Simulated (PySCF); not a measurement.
Coordinates in bohr (charge 0 multiplicity 4):
```
Ir    0.0000    0.0000    0.0000
Br    4.4198    0.0000    0.0000
Br   -4.4198    0.0000    0.0000
```

Level of theory: UPBE0/[Ir def2-SVP with ECP60, Br def2-SVP], scalar-relativistic core potentials, density fitting, no spin–orbit coupling, PySCF.

This geometry of IrBr₂ is a stationary point at this level.

Problem. What is the point group?

Solution. D∞h.

Problem. Is it a minimum?

Solution. Yes: all harmonic wavenumbers are real, though the softest, 48 cm⁻¹, leaves little margin.

Problem. List the harmonic modes with their infrared intensities.

Solution. 
| symmetry | ω (cm⁻¹) | IR (km/mol, summed over degenerate members) | type |
| --- | --- | --- | --- |
| πu | 48 | 0.6 | bend |
| σg+ | 247 | 0.0 | stretch |
| σu+ | 298 | 53.2 | stretch |

Problem. What are the dipole moment and the gap between the highest occupied and lowest empty levels of either spin?

Solution. 0.00 D and 3.23 eV.

In D∞h the vibrations span πu + σg+ + σu+. The σg+ mode carries no infrared intensity, as symmetry demands. With a centre of inversion only u modes can be infrared active and only g modes Raman active.

Other isomers or separated fragments may lie lower. With open d or f shells other occupations or spin states may lie lower. No spin–orbit coupling is included, which matters more the heavier the element.
